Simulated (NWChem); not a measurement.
System: AlH$_{4}$ anion; SMILES [AlH4-]

Input file for NWChem:

```
start job
memory heap 200 mb stack 900 mb global 1100 mb
charge -1
geometry units angstroms
  Al     0.000000     0.000000     0.000000
  H     -0.948775     0.948775    -0.948788
  H      0.948775    -0.948775    -0.948788
  H     -0.948775    -0.948775     0.948788
  H      0.948775     0.948775     0.948788
end
basis spherical
  Al library pcseg-2
  H library pcseg-2
end
dft
  xc pbe0
  iterations 150
end
driver
  maxiter 120
end
task dft optimize
task dft freq
```

Parts of the log:

```
             Northwest Computational Chemistry Package (NWChem) 7.3.0
             --------------------------------------------------------

 D2D symmetry detected

                             Geometry "geometry" -> ""
                             -------------------------

 Output coordinates in angstroms (scale by  1.889725989 to convert to a.u.)

  No.       Tag          Charge          X              Y              Z
 ---- ---------------- ---------- -------------- -------------- --------------
    1 Al                  13.0000     0.00000000     0.00000000     0.00000000
    2 H                    1.0000     0.94878150     0.94878150    -0.94877500
    3 H                    1.0000     0.94878150    -0.94878150     0.94877500
    4 H                    1.0000    -0.94878150    -0.94878150    -0.94877500
    5 H                    1.0000    -0.94878150     0.94878150     0.94877500

 Effective nuclear repulsion energy (a.u.)      17.9279063935

      Symmetry information
      --------------------

 Group name             D2d
 Group number             32
 Group order               8
 No. of unique centers     2

                                Z-matrix (autoz)
                                --------

 Units are Angstrom for bonds and degrees for angles

      Type          Name      I     J     K     L     M      Value
      ----------- --------  ----- ----- ----- ----- ----- ----------
    1 Stretch                  1     2                       1.64333
    2 Stretch                  1     3                       1.64333
    3 Stretch                  1     4                       1.64333
    4 Stretch                  1     5                       1.64333
    5 Bend                     2     1     3               109.47104
    6 Bend                     2     1     4               109.47159
    7 Bend                     2     1     5               109.47104
    8 Bend                     3     1     4               109.47104
    9 Bend                     3     1     5               109.47159
   10 Bend                     4     1     5               109.47104

                           NWChem Geometry Optimization
                           ----------------------------

 maximum gradient threshold         (gmax) =   0.000450
 rms gradient threshold             (grms) =   0.000300
 maximum cartesian step threshold   (xmax) =   0.001800
 rms cartesian step threshold       (xrms) =   0.001200
 fixed trust radius                (trust) =   0.300000
 source of zmatrix                         =   autoz

          -------------------
          Energy Minimization
          -------------------

 Using diagonal initial Hessian
 Scaling for Hessian diagonals: bonds = 1.00  angles = 0.25  torsions = 0.10

          --------
          Step   0

                                 NWChem DFT Module
                                 -----------------

 Summary of "ao basis" -> "ao basis" (spherical)
 ------------------------------------------------------------------------------
       Tag                 Description            Shells   Functions and Types
 ---------------- ------------------------------  ------  ---------------------
 Al                         pcseg-2                 12       34   5s4p2d1f
 H                          pcseg-2                  6       14   3s2p1d

      Symmetry analysis of basis
      --------------------------

        a1         18
        a2          5
        b1          6
        b2         17
        e          44

            General Information
            -------------------
          SCF calculation type: DFT
          Wavefunction type:  closed shell.
          No. of atoms     :     5
          No. of electrons :    18
           Alpha electrons :     9
            Beta electrons :     9
          Charge           :    -1
          Spin multiplicity:     1
          Use of symmetry is: on ; symmetry adaption is: on
          Maximum number of iterations: 150
          AO basis - number of functions:    90
                     number of shells:    36
          Convergence on energy requested:  1.00D-06
          Convergence on density requested:  1.00D-05
          Convergence on gradient requested:  5.00D-04

              XC Information
              --------------
                         PBE0 Method XC Functional
                     Hartree-Fock (Exact) Exchange  0.250
          PerdewBurkeErnzerhof Exchange Functional  0.750
            Perdew 1991 LDA Correlation Functional  1.000 local
           PerdewBurkeErnz. Correlation Functional  1.000 non-local

[...]

      ----------------------
      Optimization converged
      ----------------------

  Step       Energy      Delta E   Gmax     Grms     Xrms     Xmax
  ---- ---------------- -------- -------- -------- -------- --------
@    1    -244.73088468 -5.3D-07  0.00014  0.00009  0.00038  0.00043
                                     ok       ok       ok       ok

                                Z-matrix (autoz)
                                --------

 Units are Angstrom for bonds and degrees for angles

      Type          Name      I     J     K     L     M      Value     Gradient
      ----------- --------  ----- ----- ----- ----- ----- ---------- ----------
    1 Stretch                  1     2                       1.64372   -0.00014
    2 Stretch                  1     3                       1.64372   -0.00014
    3 Stretch                  1     4                       1.64372   -0.00014
    4 Stretch                  1     5                       1.64372   -0.00014
    5 Bend                     2     1     3               109.47111   -0.00000
    6 Bend                     2     1     4               109.47145    0.00000
    7 Bend                     2     1     5               109.47111   -0.00000
    8 Bend                     3     1     4               109.47111   -0.00000
    9 Bend                     3     1     5               109.47145    0.00000
   10 Bend                     4     1     5               109.47111   -0.00000

                         Geometry "geometry" -> "geometry"
                         ---------------------------------

 Output coordinates in angstroms (scale by  1.889725989 to convert to a.u.)

  No.       Tag          Charge          X              Y              Z
 ---- ---------------- ---------- -------------- -------------- --------------
    1 Al                  13.0000     0.00000000     0.00000000     0.00000000
    2 H                    1.0000     0.94900504     0.94900504    -0.94900108
    3 H                    1.0000     0.94900504    -0.94900504     0.94900108
    4 H                    1.0000    -0.94900504    -0.94900504    -0.94900108
    5 H                    1.0000    -0.94900504     0.94900504     0.94900108

 Effective nuclear repulsion energy (a.u.)      17.9236673852

      Symmetry information
      --------------------

 Group name             D2d
 Group number             32
 Group order               8
 No. of unique centers     2

                Final and change from initial internal coordinates
                --------------------------------------------------

                                Z-matrix (autoz)
                                --------

 Units are Angstrom for bonds and degrees for angles

[...]

 Rotational Constants
 --------------------
 A=   2.321613 cm-1  (  3.340208 K)
 B=   2.321613 cm-1  (  3.340208 K)
 C=   2.321603 cm-1  (  3.340194 K)

 Temperature                      =   298.15K
 frequency scaling parameter      =   1.0000

 Zero-Point correction to Energy  =   15.016 kcal/mol  (  0.023929 au)
 Thermal correction to Energy     =   17.080 kcal/mol  (  0.027218 au)
 Thermal correction to Enthalpy   =   17.672 kcal/mol  (  0.028162 au)

 Total Entropy                    =   52.176 cal/mol-K
   - Translational                =   36.212 cal/mol-K (mol. weight =  31.0128)
   - Rotational                   =   14.745 cal/mol-K (symmetry #  =        4)
   - Vibrational                  =    1.219 cal/mol-K

 Cv (constant volume heat capacity) =    9.685 cal/mol-K
   - Translational                  =    2.979 cal/mol-K
   - Rotational                     =    2.979 cal/mol-K
   - Vibrational                    =    3.726 cal/mol-K

[normal modes left out]

 ----------------------------------------------------------------------------
 Normal Eigenvalue ||           Projected Infra Red Intensities
  Mode   [cm**-1]  || [atomic units] [(debye/angs)**2] [(KM/mol)] [arbitrary]
 ------ ---------- || -------------- ----------------- ---------- -----------
    1       -0.000 ||    0.031516           0.727        30.723       1.359
    2       -0.000 ||    0.000670           0.015         0.653       0.029
    3       -0.000 ||    0.000268           0.006         0.261       0.012
    4       -0.000 ||    0.000777           0.018         0.757       0.033
    5       -0.000 ||    0.031771           0.733        30.972       1.370
    6        0.000 ||    0.031728           0.732        30.930       1.368
    7      753.098 ||    0.000000           0.000         0.000       0.000
    8      753.100 ||    0.000000           0.000         0.000       0.000
    9      770.321 ||    0.478478          11.039       466.444      20.631
   10      770.321 ||    0.478477          11.039       466.443      20.631
   11      770.321 ||    0.478477          11.039       466.443      20.631
   12     1652.587 ||    0.648868          14.970       632.549      27.978
   13     1652.588 ||    0.648870          14.970       632.550      27.978
   14     1652.588 ||    0.648870          14.970       632.550      27.978
   15     1733.889 ||    0.000000           0.000         0.000       0.000
 ----------------------------------------------------------------------------
```

Level: PBE0/pcseg-2. Sets without diffuse functions describe the anion's extra electron poorly. The printed entropy takes a lower symmetry number than the molecule has.
